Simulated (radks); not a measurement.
Results of a calculation; reference values are marked as such.
Mo, 42 electrons, occupied as [Kr] 4d5 5s1.

Code: a radial shooting solver on a logarithmic mesh with Libxc functionals. Model: scalar-relativistic Kohn-Sham, LDA (Slater exchange, VWN5 correlation), spin-polarised, spherical densities, finite nucleus; open shells are filled with parallel spins first (spin-orbit coupling, left out, can overturn this in heavy ions); Fermi nuclear charge, rms radius 4.4091 fm; hard spherical wall at 4 bohr.

Energy parts (eV):
part                       energy
total                 -110044.261
kinetic                113497.242
electron-nucleus      -265715.746
Hartree                 45434.917
exchange-correlation    -3260.675

Orbitals (lengths in bohr, moments of r in powers of bohr; <r^-3> diverges for s and p1/2; r(max) is where P^2 peaks):
1s up: occ. 1; eigenvalue (eV) -19785.69; r(max) 0.02290
1s down: occ. 1; eigenvalue (eV) -19785.65; r(max) 0.02290
2s up: occ. 1; eigenvalue (eV) -2787.772; r(max) 0.1298
2s down: occ. 1; eigenvalue (eV) -2787.233; r(max) 0.1298
2p up: occ. 3; eigenvalue (eV) -2493.205; r(max) 0.1036; <r^-3> 2548
2p down: occ. 3; eigenvalue (eV) -2492.780; r(max) 0.1036; <r^-3> 2548
3s up: occ. 1; eigenvalue (eV) -466.9776; r(max) 0.3841
3s down: occ. 1; eigenvalue (eV) -466.5606; r(max) 0.3842
3p up: occ. 3; eigenvalue (eV) -370.4818; r(max) 0.3774; <r^-3> 424.1
3p down: occ. 3; eigenvalue (eV) -370.0302; r(max) 0.3775; <r^-3> 424.1
3d up: occ. 5; eigenvalue (eV) -212.9443; r(max) 0.3220; <r^-3> 56.32
3d down: occ. 5; eigenvalue (eV) -212.3531; r(max) 0.3221; <r^-3> 56.34
4s up: occ. 1; eigenvalue (eV) -57.9999; r(max) 0.9913
4s down: occ. 1; eigenvalue (eV) -55.1680; r(max) 0.9867
4p up: occ. 3; eigenvalue (eV) -32.5619; r(max) 1.077; <r^-3> 58.99
4p down: occ. 3; eigenvalue (eV) -29.4708; r(max) 1.070; <r^-3> 60.48
4d up: occ. 5; eigenvalue (eV) 1.7609; r(max) 1.418; <r^-3> 3.927
4d down: occ. 0; eigenvalue (eV) 5.2412; r(max) 1.398; <r^-3> 4.027
5s up: occ. 1; eigenvalue (eV) 5.2871; r(max) 2.472
5s down: occ. 0; eigenvalue (eV) 8.5106; r(max) 2.491
5p up: occ. 0; eigenvalue (eV) 13.4516; r(max) 2.651; <r^-3> 18.78
5p down: occ. 0; eigenvalue (eV) 16.4764; r(max) 2.670; <r^-3> 18.09
4f up: occ. 0; eigenvalue (eV) 26.1689; r(max) 2.543; <r^-3> 0.1587
4f down: occ. 0; eigenvalue (eV) 29.4959; r(max) 2.585; <r^-3> 0.1553
6s up: occ. 0; eigenvalue (eV) 51.0627; r(max) 3.226
6s down: occ. 0; eigenvalue (eV) 53.7585; r(max) 3.235

The highest occupied level is 5s up at 5.287 eV. The configuration is held as typed, so some empty levels lie below it. The density falls to 0.001 e/bohr^3 at r = 3.64 bohr. Spin moment in Bohr magnetons: 6.
